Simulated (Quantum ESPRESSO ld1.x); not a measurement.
Problem. These are the eigenvalues of the occupied orbitals of an atom or ion with whole-number occupations (Ry). All-electron calculation, Dirac Kohn-Sham, PBE, spin-unpolarised, spherical densities, point nucleus. Program: ld1.x of Quantum ESPRESSO 7.5.

orbital  eigenvalue
1s1/2      -5081.07
2s1/2      -983.895
2p1/2      -946.594
2p3/2      -853.000
3s1/2      -323.724
3p1/2      -307.471
3p3/2      -286.617
3d3/2      -259.784
3d5/2      -255.186
4s1/2      -152.335
4p1/2      -145.403
4p3/2      -138.683

Which element is it, and in what charge state? The configuration may be excited. Open shells, if any, are shared by 2j + 1.

Solution. Z = 73, tantalum, charge +40: Ta40+ in [Ar] 3d10 4s2 4p3. The list shows which subshells hold electrons but not how many an open one holds; the 1s level, -2540.5 hartree, gives Z - s = 71.3 by -(Z - s)^2/2, which with screening and relativity narrows Z to a few neighbours, and the depths of the outer levels then fix element, charge and occupations together.
